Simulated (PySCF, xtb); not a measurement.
CH9NSi2, SMILES CN([SiH3])[SiH3].

Coordinates come from a ωB97X-D3(BJ)/def2-SVP optimisation.

Method: C-PCM-M06-2X/def2-SVP (PySCF).

The values are the electrostatic part of the solvation free energy, E(continuum) − E(gas) at the gas-phase geometry, in a cavity of scaled van der Waals radii (PySCF's table); cavitation and dispersion terms are not included. In vacuum the orbital gap is 9.50 eV. The dipole moment in vacuum is 0.80 D.

Computed values in water (ε = 78.36), n-hexane (ε = 1.88), tetrahydrofuran (ε = 7.43):
| solvent | ε | ΔG(elec) (kcal/mol) | dipole (D) | gap (eV) |
|---|---|---|---|---|
| water | 78.36 | -0.8 | 1.02 | 9.51 |
| n-hexane | 1.88 | -0.4 | 0.89 | 9.51 |
| tetrahydrofuran | 7.43 | -0.7 | 0.98 | 9.51 |

For comparison, GFN2-xTB/ALPB(water) (xtb, at the GFN2-xTB geometry, all terms of that model) gives 1.0 kcal/mol.
